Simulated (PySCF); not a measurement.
Al(H)(OH)(nPr) (C3H9AlO), SMILES [CH2](CC)[AlH][OH].

The structure is a stationary point at B3LYP-D3(BJ)/def2-SVP. Other conformers were not sampled.

Vertical ionisation energy (IE) and electron affinity (EA) in eV. Rows of orbital energies are one-electron estimates. Where ΔSCF, EOM or ADC give a negative EA the extra electron is unbound and the value depends on the basis.

| level | IE | EA |
|---|---|---|
| −ε(HOMO), −ε(LUMO), r2SCAN/def2-TZVP (PySCF) | 6.55 | 0.92 |
| −ε(HOMO), −ε(LUMO), PBE/def2-TZVP (PySCF) | 6.30 | 1.28 |
